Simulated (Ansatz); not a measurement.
The cluster Sr3⁻. Charge -1, multiplicity 2. Geometry r2SCAN/def2-TZVPD; atoms count from 1.

```xyz
3

Sr   -0.090    2.157   -0.934
Sr   -0.832   -0.371    2.184
Sr    0.922   -1.786   -1.250
```

In the def2 sets Sr takes a core potential; there is no spin–orbit coupling. The charge -1 doublet is spin-contaminated (final ⟨S²⟩ up to 0.85, 0.75 for a pure state). The geometry of the doublet was relaxed on an unsound state (⟨S²⟩ 1.23, where a pure state has 0.75). The structure comes from a short search, and lower isomers may exist.

Estimate the Mulliken populations from the PBE0/def2-TZVPD orbitals of Ansatz.


```csv
atom,charge (e),spin (α − β)
Sr1,-0.33,0.34
Sr2,-0.33,0.33
Sr3,-0.33,0.33
```
Mulliken values and Mayer orders depend strongly on the basis. With diffuse functions, as here, like atoms can get unlike values, and bond orders can come out too low or too high.

Where does the spin sit?

Summed by element: Sr 1.00, of 1 unpaired in all. Largest on single atoms: Sr1 0.34, Sr2 0.33, Sr3 0.33.

And the Mayer bond orders between bonded heavy atoms (over 0.3)?

Sr1–Sr2 1.02 (4.08 Å); Sr1–Sr3 1.02 (4.08 Å); Sr2–Sr3 1.01 (4.11 Å).
